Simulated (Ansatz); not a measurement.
`C[C](F)(Cl)[SnH3]` + `O[SiH2][SiH3]` → `[SiH3][SiH2][O][SnH3]` + `CC(F)Cl`  (ligand exchange at the Sn–C bond)

Program: Ansatz. Geometries: PBE0-D4/def2-TZVP. ΔE: electronic, gas phase. CCSD(T)/CBS is the MP2 limit (def2-TZVPP, def2-QZVPP) plus CCSD(T) − MP2 in def2-TZVPP, frozen cores. def2 core potentials past Kr. For Sn outer-core shells are correlated without core-valence functions, which leaves a few kJ/mol of doubt a bond. Each species was taken in one conformer, which may not be the lowest.

| species | CCSD(T)/CBS(def2) energy (Eh) |
| --- | --- |
| `C[C](F)(Cl)[SnH3]` | -853.27823 |
| `O[SiH2][SiH3]` | -656.96789 |
| `[SiH3][SiH2][O][SnH3]` | -872.19319 |
| `CC(F)Cl` | -638.08166 |

**Question.** Work out ΔE.

**Answer.** ΔE = (-872.19319) + (-638.08166) − (-853.27823) − (-656.96789) = -0.02873 Eh = -75.4 kJ/mol.

Largest T1 diagnostic among the species: 0.014.

From PBE to PBE0 (25 % exact exchange), in def2-TZVPP and without D4, ΔE moves by −6.3 kJ/mol. The D4 term adds +4.1 kJ/mol with B3LYP and +2.0 kJ/mol with PBE0; it sums over pairs of atoms, weighted by their polarisabilities, and B3LYP, whose exchange is more repulsive, gets the larger term. In def2-TZVPP, CCSD(T) changes the Hartree–Fock value by +30.3 kJ/mol (the triples alone add +4.0 kJ/mol) and MP2 by +31.9 kJ/mol.

B3LYP here is the variant with VWN-RPA as its local correlation; programs differ in this.
